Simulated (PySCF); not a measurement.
Input for PySCF: U-B3LYP/6-31G* on FHSi (SMILES F[SiH]), a point of a bond scan (R = 1.538 Å).

```python
from pyscf import gto, scf, dft, mp
from pyscf.data.elements import chemcore

mol = gto.M(
    atom='''
    Si   -0.20727404   -0.34538525    0.44957300
    H    -1.00310898   -1.19489806   -0.55576776
    F     0.43388284    0.67003240   -0.63758381
    ''',
    basis='6-31g*',
    cart=True,
    charge=0, spin=0, verbose=3, max_memory=1800)
mf = dft.UKS(mol, xc='b3lyp')
mf.conv_tol = 1e-8
mf.max_cycle = 100
mf.init_guess_breaksym = True
mf.kernel()
if not mf.converged:
    mf = mf.newton().run(mf.mo_coeff, mf.mo_occ)
for _ in range(4):
    mo, _, stable, _ = mf.stability(return_status=True)
    if stable:
        break
    mf.kernel(mf.make_rdm1(mo, mf.mo_occ))
```

The log:

```
converged SCF energy = -389.925199838335  <S^2> = 4.9836224e-10  2S+1 = 1
<class 'pyscf.dft.uks.UKS'> wavefunction is stable in the internal stability analysis
```

Self-consistency was reached.

Cost: roughly 6 core-seconds.
